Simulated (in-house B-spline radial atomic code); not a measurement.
In⁺. Computed with a B-spline radial atomic code. Model: non-relativistic spherical atom: semilocal Troullier-Martins pseudo-atom, one channel per l, against all electrons, high spin, G0W0 and RPA with empty states to l = 8, local potential for every l without a channel, a model core (radius 0 = none) keeps its share of the functional.

Without relativity these are model numbers for so heavy an element.

What the tables leave out is listed at the end.

The pseudopotential gives back the lowest level of each angular momentum of its own functional in the configuration it was made in; a second state of the same l is only approximately right. Exact exchange, RPA and GW see the smooth pseudo-orbitals and miss the exchange with the core, for which the functional's share stands in. The column with an uncorrelated core keeps all orbitals and exact exchange, and so separates missing core correlation from pseudisation. Only the three outermost levels and the lowest empty one were computed. RPA here is direct RPA, with no exchange kernel, and its energies carry an (l + 1/2)⁻⁴ tail. A hybrid on a potential with a model core restores only its own semilocal share of the core's exchange.

Command:
```bash
python run_psgw.py task.json out
```
Settings (lengths in bohr, energies in hartree):
```
Z                      49
electrons              48
configuration          [Kr] 4d10 5s2
generated_in           [Kr] 4d10 5s2 5p1
functional             pbe,pbe
core_shells            7
radius_factor          0.9
core_correction        True
ion_configuration      [Kr] 4d10 5s1
```

Run time, properties included: 50 s on 1 thread of Arm Neoverse V2, on a shared host.

Given: made with PBE; model core radius 0.576 bohr; local radius 0.937 bohr; mean-field start PBE.

Valence shells of the generating configuration: 4p, 4d, 5s, 5p.

Channel: s 2.027, p 0.745, d 0.84 (radii in bohr).

Computed: largest level miss in the spin-unpolarised generating configuration 0.051 eV; valence RPA correlation energy all-electron orbitals -1.1671 hartree; valence RPA correlation energy pseudo -1.3591 hartree; all-electron RPA polarisability, core included 22.166 bohr³; ionisation by mean-field all-electron 18.126 eV; ionisation by mean-field pseudo minus all 0.042 eV; ionisation by RPA pseudo minus all 0.976 eV.

```csv
level,occupied,mean-field all-electron (eV),mean-field pseudo minus all (eV),G0W0 all-electron (eV),G0W0 uncorrelated core minus all (eV),G0W0 pseudo minus all (eV),exchange self-energy all-electron (eV),exchange self-energy pseudo (eV)
5s,1,-14.23,-0.034,-18.319,-0.019,-0.983,-13.174,-13.404
5p (empty),0,-8.4685,-0.105,-5.9044,0.014,0.019,-3.8851,-3.1808
```

(1) What is the pseudo-atom RPA polarisability?

(2) What is the ionisation by RPA all-electron?

Given: mean-field start PBE0.

Computed: valence RPA correlation energy all-electron orbitals -1.1089 hartree; valence RPA correlation energy pseudo -1.2959 hartree; all-electron RPA polarisability, core included 20.093 bohr³; pseudo-atom RPA polarisability 18.708 bohr³; ionisation by mean-field all-electron 17.832 eV; ionisation by RPA all-electron 18.287 eV.

```json
{"level": "5s", "occupied": "1", "mean-field all-electron (eV)": "-15.015", "mean-field pseudo minus all (eV)": "-0.376", "G0W0 all-electron (eV)": "-18.26", "G0W0 uncorrelated core minus all (eV)": "-0.016", "G0W0 pseudo minus all (eV)": "-1.091", "exchange self-energy all-electron (eV)": "-12.997", "exchange self-energy pseudo (eV)": "-13.875"}
{"level": "5p (empty)", "occupied": "0", "mean-field all-electron (eV)": "-7.6793", "mean-field pseudo minus all (eV)": "0.098", "G0W0 all-electron (eV)": "-5.8614", "G0W0 uncorrelated core minus all (eV)": "0.013", "G0W0 pseudo minus all (eV)": "0.163", "exchange self-energy all-electron (eV)": "-3.6236", "exchange self-energy pseudo (eV)": "-2.9158"}
```

(3) What is the ionisation by RPA pseudo minus all?

(4) What is the ionisation by mean-field pseudo minus all?

## Answers

(1) 22.179 bohr³.

(2) 18.463 eV.

(3) 1.064 eV.

(4) 0.445 eV.

Among the listed levels the largest G0W0 shift of the pseudo-atom is -1.09 eV, for 5s on the PBE0 start, while leaving the core uncorrelated moves that level by -0.02 eV. So pseudisation and the lost core exchange, not the missing core correlation, make the error. Not in the tables (levels of low weight, unsolved or above zero; the highest and the empty levels are kept at any weight): on PBE the G0W0 levels 4d (pseudo minus all +0.90 eV, weights 0.23 and 0.74), 4p (pseudo minus all +0.14 eV, weights 0.33 and 0.18); on PBE0 the G0W0 levels 4d (pseudo minus all +0.64 eV, weights 0.20 and 0.77), 4p (pseudo minus all +3.74 eV, weights 0.03 and 0.29); no Hartree-Fock pseudo-atom is run with a model core.
